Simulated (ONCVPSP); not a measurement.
Se (Z = 34): excitation energies, all-electron against ONCV

```json
{
  "Element": "Se (Z = 34)",
  "Generator": "ONCVPSP 4.0.1",
  "Type": "optimised norm-conserving Vanderbilt (ONCV)",
  "Functional": "LDA (Perdew-Wang 92)",
  "Relativity": "scalar-relativistic",
  "Frozen core": "[Ar] 3d10",
  "Valence charge": "6",
  "Reference configuration": "4s2 4p4",
  "Partial waves": "4s: rc 1.35 bohr, ncon 4, nbas 8, qcut 4.5 1/bohr, 2 projectors, debl 3.1 Ha; 4p: rc 1.65 bohr, ncon 4, nbas 8, qcut 5.2 1/bohr, 1 projector; d scattering state at 0.1 Ha: rc 1.65 bohr, ncon 3, nbas 7, qcut 5.5 1/bohr, 2 projectors, debl 1.5 Ha",
  "Local potential": "polynomial inside 1.30 bohr (lpopt 5, dvloc0 -1 Ha)",
  "Core correction": "Teter function, fcfact 4.5, rcfact 1.5"
}
```

Energies are relative to the spin-unpolarised reference configuration 4s2 4p4; without spin polarisation the order of configurations can differ from experiment.

Give the all-electron excitation energy and the error of the potential for: 4s2 4p3; 4s2 4p2; 4s2 4p1; 4s2 4p3.5.

| valence configuration | charge | ΔE all-electron (eV) | error AE − PS (meV) |
| --- | --- | --- | --- |
| 4s2 4p3 | +1 | 11.004 | -4.8 |
| 4s2 4p2 | +2 | 31.558 | -33 |
| 4s2 4p1 | +3 | 62.711 | -128 |
| 4s2 4p3.5 | +0.5 | 4.385 | -1.2 |

Levels in the configuration 4s2 4p1:

| level | all-electron (eV) | pseudo (eV) |
| --- | --- | --- |
| 4s | -49.684 | -49.833 |
| 4p | -36.748 | -36.896 |

Note: ghosts flagged at negative energy: d at -1631.3 eV; GHOST(+) flagged for s at 100.4 eV, d at 556.2 eV. A true bound ghost makes a file unfit for plane-wave use.
